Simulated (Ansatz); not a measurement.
Reaction (cleavage of the Si–Si bond): `F[Si](Cl)(Cl)[SiH2]Cl` + NH₃ → `N[Si](F)(Cl)Cl` + `[SiH3]Cl`

Program: Ansatz. Geometries: PBE0-D4/def2-TZVP. ΔE: electronic, gas phase. CCSD(T)/CBS adds triple-zeta CCSD(T) − MP2 to the extrapolated MP2 energy (def2 sets, frozen cores). This one scheme is used for every species. Functionals use def2-TZVPP. One conformer a species, not always the lowest.

(1) Is it downhill or uphill in electronic energy at CCSD(T)/CBS, and by how much? (Best estimate.)

(2) What do these levels give: r2SCAN-D4, ωB97M-V, r2SCAN, HF/def2-TZVPP, HF/def2-QZVPP, SCS-MP2/def2-QZVPP? (An estimate is asked.)

Largest T1 diagnostic among the species: 0.011.

Answers

(1) Ansatz gave: Downhill: ΔE = -18.8 kcal/mol.

(2) Computed: r2SCAN-D4 -18.0, ωB97M-V -20.2, r2SCAN -18.4, HF/def2-TZVPP -24.7, HF/def2-QZVPP -24.9, SCS-MP2/def2-QZVPP -20.8 kcal/mol.

In def2-TZVPP, CCSD(T) changes the Hartree–Fock value by +5.2 kcal/mol (the triples alone add +0.9 kcal/mol) and MP2 by +4.0 kcal/mol. The D4 term adds +1.6 kcal/mol with B3LYP and +1.0 kcal/mol with PBE0; it sums over pairs of atoms, weighted by their polarisabilities, and B3LYP, whose exchange is more repulsive, gets the larger term.

B3LYP here is the variant with VWN-RPA as its local correlation; programs differ in this.
